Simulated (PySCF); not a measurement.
**Bonding in `C=CCC[Si]([SiH3])([SiH3])CF`**

Compound: C5H15FSi3.
SMILES with atom numbers: `[CH2:1]=[CH:2][CH2:3][CH2:4][Si:5]([SiH3:6])([SiH3:7])[CH2:8][F:9]` (hydrogens: H10, H11 on C1; H12 on C2; H13, H14 on C3; H15, H16 on C4; H17, H18, H19 on Si6; H20, H21, H22 on Si7; H23, H24 on C8)

Geometry (GFN2-xTB, Å), atoms numbered from 1 in this order:
```
atom  x, y, z in Å
C1     2.498    1.459    1.887
C2     1.884    0.713    0.988
C3     1.637    1.123   -0.426
C4     0.141    1.230   -0.747
Si5   -0.885   -0.401   -0.627
Si6   -1.303   -1.064    1.577
Si7   -2.729   -0.192   -2.052
C8     0.261   -1.756   -1.419
F9    -0.452   -2.941   -1.499
H10    2.883    2.436    1.644
H11    2.650    1.126    2.899
H12    1.510   -0.266    1.261
H13    2.093    0.391   -1.099
H14    2.116    2.089   -0.610
H15   -0.304    1.971   -0.081
H16    0.045    1.635   -1.758
H17   -0.423   -2.135    2.060
H18   -1.155    0.051    2.519
H19   -2.677   -1.556    1.706
H20   -3.433   -1.459   -2.240
H21   -2.404    0.314   -3.392
H22   -3.693    0.756   -1.482
H23    0.575   -1.522   -2.440
H24    1.153   -1.984   -0.830
```

Bond orders from the PBE0/pcSseg-1 density (PySCF). One conformer (not necessarily the lowest) at the GFN2-xTB geometry, without solvent, vibrations or thermal averaging.

Task: Where do the orders between heavy atoms depart from those drawn in the SMILES?

Result: The largest departure is 0.161, at C8–F9 (drawn single, 0.839). Drawn single, order below 0.88: C4–Si5 (0.877) and C8–F9 (0.839).

Task: Give the Mayer order of every bond between heavy atoms, beside its length.

Result: 
```json
{"bond": "C1–C2", "drawn as": "double", "length (Å)": "1.319", "Mayer order": "2.011"}
{"bond": "C2–C3", "drawn as": "single", "length (Å)": "1.493", "Mayer order": "1.030"}
{"bond": "C3–C4", "drawn as": "single", "length (Å)": "1.533", "Mayer order": "1.036"}
{"bond": "C4–Si5", "drawn as": "single", "length (Å)": "1.931", "Mayer order": "0.877"}
{"bond": "Si5–Si6", "drawn as": "single", "length (Å)": "2.340", "Mayer order": "0.885"}
{"bond": "Si5–Si7", "drawn as": "single", "length (Å)": "2.340", "Mayer order": "0.932"}
{"bond": "Si5–C8", "drawn as": "single", "length (Å)": "1.944", "Mayer order": "0.898"}
{"bond": "C8–F9", "drawn as": "single", "length (Å)": "1.385", "Mayer order": "0.839"}
```

By pair of heavy elements: C–C: lowest C2–C3 (1.030, 1.493 Å), highest C1–C2 (2.011, 1.319 Å). C–Si: lowest C4–Si5 (0.877, 1.931 Å), highest Si5–C8 (0.898, 1.944 Å); in 1 of the 1 pairs the longer bond (by over 0.003 Å) has the higher order (by 0.02 or more). Si–Si: lowest Si5–Si6 (0.885, 2.340 Å), highest Si5–Si7 (0.932, 2.340 Å).

Task: And the bonds to hydrogen?

Result: C–H: 0.92 to 0.95 (9 bonds); H–Si: 0.93 to 0.94 (6 bonds).

Task: Sum the orders of all bonds at each heavy atom with more than one neighbour and set the sums beside the valence in the SMILES.

Result: C1 3.916 (drawn 4), C2 3.965 (drawn 4), C3 3.956 (drawn 4), C4 3.796 (drawn 4), Si5 3.592 (drawn 4), Si6 3.695 (drawn 4), Si7 3.731 (drawn 4), C8 3.622 (drawn 4). Orders between atoms that aren't bonded are not in these sums.

The Mayer order sums products of elements of PS (density times overlap matrix) between the two atoms' basis functions, so it depends on the basis set.
